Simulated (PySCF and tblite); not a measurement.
Results of a calculation; reference values are marked as such.
2 E/Z isomers of C₉H₁₇ClO, numbered alike:

| isomer | SMILES | descriptors (one enantiomer) |
| --- | --- | --- |
| A | [CH3:1][CH2:2]/[CH:3]=[C:4](/[Cl:5])[CH2:6][O:7][C@H:8]([CH3:9])[CH2:10][CH3:11] | 8R, 3=4 E |
| B | [CH3:1][CH2:2]/[CH:3]=[C:4](\[Cl:5])[CH2:6][O:7][C@H:8]([CH3:9])[CH2:10][CH3:11] | 8R, 3=4 Z |

Each isomer is a Boltzmann average at 298.15 K over at most 6 conformers: GFN2-xTB geometries, energies PBE0/6-31G* (D3(BJ) added where defined), GIAO shieldings PBE0/6-31G*, GFN2-xTB thermal terms. Programs: PySCF with density fitting and tblite.

(1) What shifts does each isomer give (ppm; of two unlike H on one atom, a is the less shielded)?

(2) Which carbons tell the isomers apart best?

The conformer set may be incomplete (the search or the number kept was capped). Shifts are unscaled: against experiment ¹³C can be off by 15 ppm or more and ¹H by 0.8 ppm.

Answers

(1) 
A: ¹H (against TMS): 6.08 (H3, 1H), 4.59 (H6a, 1H), 4.45 (H6b, 1H), 3.91 (H8, 1H), 2.78 (H2a, 1H), 2.44 (H2b, 1H), 1.81 (H10a, 1H), 1.44 (H10b, 1H), 1.16 (H9, 3H), 1.05 (H1, 3H), 1.02 (H11, 3H). ¹³C (against TMS): 132.4 (C3), 129.6 (C4), 71.7 (C8), 69.2 (C6), 31.6 (C10), 24.6 (C2), 20.0 (C9), 15.3 (C1), 13.5 (C11).

B: ¹H (against TMS): 6.33 (H3, 1H), 4.29 (H6a, 1H), 4.12 (H6b, 1H), 3.79 (H8, 1H), 2.49 (H2a, 1H), 2.48 (H2b, 1H), 1.83 (H10a, 1H), 1.46 (H10b, 1H), 1.08 (H1, 3H), 1.08 (H9, 3H), 0.99 (H11, 3H). ¹³C (against TMS): 129.7 (C4), 123.5 (C3), 71.7 (C8), 68.7 (C6), 31.6 (C10), 24.6 (C2), 19.3 (C9), 15.3 (C1), 13.4 (C11).

(2) C3: 132.4 in A, 123.5 in B ppm.
